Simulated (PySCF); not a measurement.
## Ionisation energy of Xe³⁸⁺ by level of theory

Xe³⁸⁺ [Ne] 3s2 3p4 (3P) → Xe³⁹⁺ [Ne] 3s2 3p3 (4S), as a difference of total energies. All numbers are calculated (PySCF 2.14, the non-relativistic Hamiltonian (point nucleus), in an even-tempered Gaussian basis (16 s from 6.2 bohr⁻², ratio 2.5; 10 p from 8.1 bohr⁻², ratio 2.5; 5 d from 37 bohr⁻², ratio 2.7; 4 f from 55 bohr⁻², ratio 2.7)). Correlated levels: outer shells: 1s2 frozen; virtual orbitals above 40 to 60 times the deepest correlated orbital energy dropped. The calculations carry no spin-orbit coupling.

```
                method  ionisation energy (eV)
                   UHF                  2695.8
                   LDA                  2698.8
                   PBE                  2699.4
                  PBE0                  2699.0
                r2SCAN                  2698.6
                 TPSSh                  2699.1
                  BLYP                  2699.6
    MP2 (outer shells)                  2696.8
SCS-MP2 (outer shells)                  2696.8
```

Spin-orbit coupling is strong in these open shells (close to jj coupling). The scalar numbers leave it out and a first-order estimate fails, so it can dominate the gap to the real levels.

The gap to the reference is mostly relativistic.

For comparison: 2726 ± 4 eV (theoretical estimate listed by NIST; NIST Atomic Spectra Database, ionization energies).
